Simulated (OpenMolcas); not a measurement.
**Lines of N3+: computed and rescaled rates**

```yaml
Program: OpenMolcas
Method: "MS-CASPT2, IPEA 0.25 Eh, imaginary shift 0.1 Eh (closed shells correlated: 1s)"
Basis: ANO-RCC [8s7p4d3f2g]
Scalar_Hamiltonian: DKH2, point nucleus
Active_space: 2 electrons in 8 orbitals (2s 2p 3s 3p)
State_averaging: 2S+1 = 3 even, 3 roots; 2S+1 = 1 even, 7 roots; 2S+1 = 3 odd, 3 roots; 2S+1 = 1 odd, 3 roots
Spin-orbit_coupling: RASSI with atomic mean-field integrals over the reference wave functions, term energies averaged over their components
```

Rates come from the transition moments of the reference wave functions (E1 and E2 in the length form). At fixed line strength A goes as λ^-3 for E1 and M1 and as λ^-5 for E2, so a rate at the computed wavelength can be rescaled to the measured one. Measured vacuum wavelengths follow from level energies in Moore, Selected Tables of Atomic Spectra, NSRDS-NBS 3, section 4. Branching counts decays inside the model space alone, at computed energies, and the table is only a selection of the E1 lines, drawn from those between levels with measured partners whose computed energy lies within a factor of 1.5 of the measured one.

```csv
Upper,Lower,Type,λ computed (nm),λ measured (nm),A computed (s-1),A rescaled (s-1),Branching %
2p2 1D2,2s 2p 1P* 1,E1,172.3,171.9,3.07e+08,3.09e+08,100.0
2s 2p 3P* 1,2s2 1S0,E1,148.5,148.6,5.51e+02,,100.0
2p2 1S0,2s 2p 1P* 1,E1,96.03,95.53,3.75e+09,3.81e+09,100.0
2p2 3P1,2s 2p 3P* 2,E1,92.29,92.43,7.94e+08,7.90e+08,41.5
2p2 3P0,2s 2p 3P* 1,E1,92.23,92.37,1.91e+09,1.90e+09,100.0
2p2 3P2,2s 2p 3P* 2,E1,92.17,92.32,1.43e+09,1.42e+09,74.9
2p2 3P1,2s 2p 3P* 1,E1,92.17,92.31,4.78e+08,4.76e+08,25.0
2p2 3P1,2s 2p 3P* 0,E1,92.11,92.25,6.39e+08,6.36e+08,33.4
2p2 3P2,2s 2p 3P* 1,E1,92.05,92.2,4.80e+08,4.78e+08,25.1
2s 2p 1P* 1,2s2 1S0,E1,75.85,76.51,2.29e+09,2.23e+09,100.0
```

Spin-changing lines and M1 lines between different terms are not rescaled, since their strength hangs on the term gaps too.

The largest correction is for 2s 2p 1P* 1 → 2s2 1S0 (E1): 2.29e+09 × (75.85 / 76.51)^3 = 2.23e+09 s-1, a factor of 0.97.

The computed rate and branching of 2s 2p 1P* 1 → 2s2 1S0 give the upper level a radiative lifetime of 1.000 / 2.29e+09 s-1 = 4.37e-10 s, counting decays inside the model space alone. The rescaled rate gives about 4.5e-10 s.

No measured rate stands beside these. Rescaling mends the energy factor alone: line strengths can still be far off where a level mixes with configurations outside the active space, and weak or spin-changing lines hang on small mixing coefficients that depend on the term gaps too, so rescaling need not improve them.

CASPT2 does not keep the components of a term degenerate, so their means are used; among the terms shown or strongly mixed into the levels shown the widest spread is 32 cm-1 (2p2 1D). Active for correlation alone: 3p 3s; no level in the range computed is led by a configuration that fills them, so any true level of that kind is missing. Measured partners are found by configuration, term and J. A level has none where our copy of the source lacks it or the pairing is in doubt (some pairs that miss far off the trend of their configuration count as doubtful). Levels of configurations outside the active space are missing.

* marks odd parity.
